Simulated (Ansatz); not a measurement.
This geometry of CH3O2Si (7 atoms, charge -1, multiplicity 1) is a first-order saddle point.

Theory: Ansatz, RKS LDA/6-31G*.

```xyz
7
Properties=species:S:1:pos:R:3
C -0.565 0.749 -0.113
Si 0.492 -0.623 0.461
O 1.098 -1.190 1.775
O 0.854 -1.066 -1.079
H -0.518 1.717 0.419
H -1.620 0.444 -0.249
H 0.259 -0.031 -1.214
```

Q: Which two structures does it join? (They come from a converged band through this point; their orientation in space is the band's.)

A: Bonds broken: O4–H7. Bonds formed: C1–H7.

Initial state:

```xyz
7
Properties=species:S:1:pos:R:3
C -0.645 0.861 0.202
Si 0.481 -0.431 0.470
O 1.350 -0.895 1.676
O 0.686 -1.315 -0.969
H -0.892 1.591 0.982
H -1.255 0.933 -0.711
H 0.273 -0.745 -1.650
```

Final state:

```xyz
7
Properties=species:S:1:pos:R:3
C -0.426 0.660 -0.255
Si 0.553 -0.855 0.364
O 1.247 -0.644 1.745
O 0.494 -2.046 -0.641
H -0.499 1.457 0.506
H -1.442 0.355 -0.565
H 0.073 1.073 -1.153
```

Q: How far does it lie above each of them?

A: 13.3 kcal/mol above the first and 42.3 kcal/mol above the second. This is the barrier of this one path; another mechanism may lie lower. The orbitals stay closed-shell, which can raise the energy where a bond breaks towards radicals; this wasn't checked here. Limits of this set-up: an anion without diffuse functions, the dipole of an ion depends on the origin.

Run time: 97 s on 1 CPU thread of a shared host.
